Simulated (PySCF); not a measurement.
GeHBr, SMILES [GeH][Br] (connectivity only; charge and spin as stated), neutral, multiplicity 1. Atoms are numbered in the order given.

```xyz
3

Ge     0.0508    -1.2017     0.0000
H     -1.5425    -1.3287     0.0000
Br    -0.0024     1.1366     0.0000
```

The structure is a stationary point at PBE0-D3(BJ)/def2-TZVP.

Computed with PySCF with HF/def2-TZVPD.

Mulliken values depend strongly on the basis, most of all with diffuse functions as here. ESP charges are fitted to the potential on shells at 1.4 to 2.0 van der Waals radii. Atomic charges (e):

```
atom  meta-Löwdin     ESP fit  Mulliken
----  -----------  ----------  --------
Ge1          0.45  (withheld)      0.30
H2          -0.13  (withheld)      0.03
Br3         -0.32  (withheld)     -0.34
```

### Question
Fill in the missing entries. (The exact figures need the calculation; the answer reports its results.)

### Answer

- Ge1, ESP fit: 0.22
- H2, ESP fit: -0.03
- Br3, ESP fit: -0.19
